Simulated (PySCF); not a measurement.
Numbering as in the mapped SMILES `[CH2:1]=[CH:2][O:3]/[CH:4]=[CH:5]\[C:6](=[CH2:7])[Si@H:8]([CH3:9])[PH2:10]`. Each H is labelled by its parent atom. Ha(C7) is cis to C5; Ha(C1) is cis to O3; Hb(C7) is trans to C5; Hb(C1) is trans to O3.

Level of theory: shieldings: GIAO PBE0/pcSseg-1, structure optimised with GFN2-xTB, in PySCF 2.14.0 with density-fitted response routines (no relativistic terms, one averaged value for each set of equivalent atoms, isolated molecule, one computed conformer).

Q: List the cross peaks expected in HSQC, COSY and HMBC spectra.

A: 

HSQC (one-bond C–H):
| δH | δC |
| --- | --- |
| 6.54 (H(C2)) | 156.2 (C2) |
| 6.17 (H(C4)) | 148.9 (C4) |
| 5.93 (Ha(C7)) | 133.4 (C7) |
| 5.51 (H(C5)) | 119.5 (C5) |
| 5.49 (Hb(C7)) | 133.4 (C7) |
| 5.00 (Ha(C1)) | 98.4 (C1) |
| 4.57 (Hb(C1)) | 98.4 (C1) |
| 0.32 (H(C9)) | 0.2 (C9) |

COSY cross peaks (H two or three bonds apart, from the bond graph; peaks can be absent where the dihedral angle is near 90°):
| δH | δH |
| --- | --- |
| 6.54 (H(C2)) | 5.00 (Ha(C1)) |
| 6.54 (H(C2)) | 4.57 (Hb(C1)) |
| 6.17 (H(C4)) | 5.51 (H(C5)) |
| 5.93 (Ha(C7)) | 5.49 (Hb(C7)) |
| 5.45 (H(Si8)) | 1.39 (H(P10)) |
| 5.45 (H(Si8)) | 0.32 (H(C9)) |
| 5.00 (Ha(C1)) | 4.57 (Hb(C1)) |

HMBC (two and three bonds, from the bond graph):
| δH | δC |
| --- | --- |
| 6.54 (H(C2)) | 148.9 (C4), 98.4 (C1) |
| 6.17 (H(C4)) | 156.2 (C2), 149.4 (C6), 119.5 (C5) |
| 5.93 (Ha(C7)) | 149.4 (C6), 119.5 (C5) |
| 5.51 (H(C5)) | 149.4 (C6), 148.9 (C4), 133.4 (C7) |
| 5.49 (Hb(C7)) | 149.4 (C6), 119.5 (C5) |
| 5.45 (H(Si8)) | 149.4 (C6), 133.4 (C7), 119.5 (C5), 0.2 (C9) |
| 5.00 (Ha(C1)) | 156.2 (C2) |
| 4.57 (Hb(C1)) | 156.2 (C2) |
| 1.39 (H(P10)) | 149.4 (C6), 0.2 (C9) |
| 0.32 (H(C9)) | 149.4 (C6) |

δ = σ(ref) − σ, references computed at the same level: ¹H (31.72 ppm), ¹³C (186.93 ppm) against TMS.

Short H···H contacts in this conformer between protons four or more bonds apart (candidates for NOE cross peaks, intensity ∝ r⁻⁶): H(C2)···H(C4) 2.17 Å, H(C5)···Ha(C7) 2.35 Å, Ha(C1)···H(P10) 2.56 Å, Hb(C7)···H(C9) 2.57 Å.

Shifts are as computed. Against solution values, carbons near 30 ppm lie about +3 ppm off and those near 130 ppm about +5 ppm. Of 1309 compounds with measured shifts, 239 miss one by over three times the rms of a fit or turn the order of signals round; such compounds aren't used in these exercises.
